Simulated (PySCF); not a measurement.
## Correlation energy of I²⁺ (iodine, charge +2)

[Kr] 4d10 5s2 5p3, high-spin 4S determinant. All numbers are calculated (PySCF 2.14, the non-relativistic Hamiltonian (point nucleus), in dyall-av2z). Frozen: [Kr] 4d10; 5 electrons correlated; the 62 highest virtual orbitals of each spin left out.

```tsv
level	correlation energy (mhartree)
CCSD	-69.36
(T)	-0.88
CCSD(T)	-70.24
```

Diagnostics: T1 = 0.0015, D1 = 0.0033, largest double amplitude 0.054.

Q: Is a single reference adequate?

A: Yes, within this model without spin-orbit coupling: T1 lies below 0.03 and no double amplitude reaches 0.07.
